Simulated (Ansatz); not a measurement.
C₂H₃F₃GeO₂, SMILES `CC(=O)[O][Ge]([F])([F])[F]`, one more setting.

```yaml
crystal:
  periodic: [false, false, false]
  atoms:
    - {symbol: C, position_ang: [1.168383, -1.436441, 0.778198]}
    - {symbol: C, position_ang: [0.414837, -0.306164, 0.184445]}
    - {symbol: O, position_ang: [0.885681, 0.728224, -0.223352]}
    - {symbol: O, position_ang: [-0.935213, -0.384697, 0.083790]}
    - {symbol: Ge, position_ang: [-1.086768, 1.293638, -0.705055]}
    - {symbol: F, position_ang: [-0.913208, 2.642831, 0.366896]}
    - {symbol: F, position_ang: [-0.628550, 1.440047, -2.296465]}
    - {symbol: F, position_ang: [-2.832570, 1.272279, -0.804365]}
    - {symbol: H, position_ang: [0.839826, -1.640572, 1.785182]}
    - {symbol: H, position_ang: [2.219107, -1.304067, 0.753533]}
    - {symbol: H, position_ang: [0.915379, -2.373905, 0.227869]}
basis:
  gaussian: {orbitals: 6-31G}
hamiltonian: {xc: {name: r2SCAN}, dispersion: d3bj, pseudopotentials: {relativity: scalar}}
accuracy: high
scf: {lower_state_search: full}
```

```sh
$ ansatz run in.yaml --threads 2 --pin off --events-out ev --progress --plain --max-ram 32768MiB --backend cpu
```

Output, abridged:

```
Warning: the engine holds no damping parameters fitted to this dispersion correction and functional, so the run takes those fitted to r2scan beside the three-body term, which d3bj leaves out (hamiltonian.dispersion, under Limitations)
Functional definition: r2SCAN
  name "r2SCAN"
  cite "Furness, Kaplan, Ning, Perdew & Sun, J. Phys. Chem. Lett. 11, 8208 (2020) doi:10.1021/acs.jpclett.0c02405"
  cite "Furness, Kaplan, Ning, Perdew & Sun, J. Phys. Chem. Lett. 11, 9248 (2020) doi:10.1021/acs.jpclett.0c03077"
  parent r2scan
  parameter k0 = 0.174
  parameter k1 = 0.065
  parameter a1 = 4.9479
  exchange = r2scan_x(k0 = k0, k1 = k1, a1 = a1)
  correlation = r2scan_c
2230 factors; integrals over basis functions are off by at most 7.5e-9 eV
mean field evaluation 1: about -71340.9972 eV, gradient 7.8e1 eV
mean field evaluation 2: about -71340.9857 eV, gradient 7.8e1 eV
mean field evaluation 4: about -71351.2716 eV, gradient 1.6e1 eV
mean field evaluation 8: about -71351.7866 eV, gradient 8.8e-1 eV
mean field evaluation 16: about -71351.7754 eV, gradient 7.5e-4 eV
mean field -71351.77540644 eV, -2622.1293822163 hartree, gradient 5.2e-8 eV, S^2 0.000000; 0 other end points of the search recorded, 0 dependent functions left out
reference -71351.77540752 eV, -2622.1293822558 hartree; 45, 45 occupied and 53, 53 virtual orbitals, 2230 factors
Total energy: -71351.83689091 eV, -2622.1316417288 hartree
Relativity: scalar
```

Run time 11 s (2 threads of an AMD EPYC 7R13 on a shared host); peak host memory 0.4 GiB.
